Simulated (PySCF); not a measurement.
Molecule: SMILES CC[SiH]1C[SiH2]C1, C$_{4}$H$_{12}$Si$_{2}$.

Geometry (Å), atoms numbered from 1 in this order:
```xyz
18

C     2.700    0.206    0.118
C     1.428    0.094    0.950
Si    0.002   -0.727   -0.002
C    -0.815    0.398   -1.328
Si   -2.463    0.470   -0.349
C    -1.672   -0.708    0.938
H     3.045   -0.779   -0.186
H     3.497    0.687    0.683
H     2.519    0.790   -0.781
H     1.124    1.090    1.276
H     1.644   -0.475    1.855
H     0.416   -2.052   -0.490
H    -0.333    1.360   -1.483
H    -0.904   -0.062   -2.309
H    -3.619   -0.082   -1.059
H    -2.795    1.799    0.173
H    -1.634   -0.322    1.953
H    -2.151   -1.682    0.996
```

Frames of a GFN2-xTB Langevin trajectory at 300 K; GIAO PBE0/pcSseg-1 shieldings in PySCF 2.14.0 with density-fitted response routines, gas phase, non-relativistic; equivalent atoms averaged within each frame.

δ = σ(ref) − σ, references computed at the same level: TMS for ¹³C (σref 186.93), ²⁹Si (σref 349.16), ¹H (σref 31.72). The references are static minima.

Question: How do the shifts (ppm) fluctuate along the trajectory?

Answer: 
```tsv
time (fs)	C2	C1	C4/C6	Si3	Si5	H12	H16	H15	H13/H17	H10/H11
250	21.7	7.4	1.6	12.1	-47.0	5.75	5.06	4.40	1.37	1.29
425	14.4	16.3	7.8	-18.7	-51.3	4.39	3.99	4.31	0.85	1.81
625	9.2	10.8	3.8	2.6	-37.1	5.68	5.21	5.43	0.70	0.41
800	23.6	11.0	-3.8	-1.1	-36.6	4.42	5.28	4.98	0.74	2.93
1000	24.7	13.7	3.9	2.0	-41.3	5.18	5.35	5.50	0.57	1.66
mean of frames	18.7	11.8	2.7	-0.6	-42.7	5.09	4.98	4.92	0.85	1.62
standard deviation	6.7	3.3	4.3	11.2	6.4	0.66	0.56	0.56	0.31	0.91
```

5 frames give an uncertainty of the mean of about the standard deviation over 2.2 at best, since frames this close in time may not be independent; classical motion lacks zero-point vibration, and the reference would need the same averaging.
